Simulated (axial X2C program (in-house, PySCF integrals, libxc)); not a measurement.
## LiLu: properties at the nuclei

Computed with an in-house all-electron X2C program for linear molecules (integrals from PySCF): two-component X2C with atomic mean-field Coulomb and Gaunt terms, Gaussian nuclei, basis Lu dyall-cv3z, Li dyall-cv3z with contracted cores.

R = 3.260 Å (near the PBE0 minimum at charge 0 of the determinant lowest at the starting distance; the state shown can have its own minimum elsewhere).

Determinant lowest in the PBE0 search, Ω = 0 (closed shell), highest spinor 32% Lu p, 32% Lu d, 30% Li s:

```
 level  qzz Lu (a.u.)  qzz Li (a.u.)  μ (D)
  PBE0          -4.52          -0.01  -0.28
    HF          -6.00          -0.01   1.12
r2SCAN          -4.34          -0.01  -0.23
 PBE50          -5.24          -0.01   0.41
  BP86          -3.80          -0.01  -0.81
```

qzz is the electric field gradient, eQq0 = 234.96 MHz × Q/barn × qzz; μ is positive if the Li end (last atom) is positive. The operators were transformed with the bare-nucleus X2C matrices; with these basis sets, hyperfine constants and field gradients can be off by tens of per cent, and where levels differ in sign neither size nor sign is settled.

(1) With Q(175Lu) = 3.49 barn (Q from Pyykkö, Mol. Phys. 2018), turn the PBE0 values of the first state into constants in MHz.

Each state is one determinant with collinear spin. States lie within half an eV, so the first need not be the ground state. Further determinants of the search, some of them spin-mixed, are not shown.

Results:

(1) eQq0(175Lu) = 234.96 × (3.49) × (-4.52) = -3710 MHz.
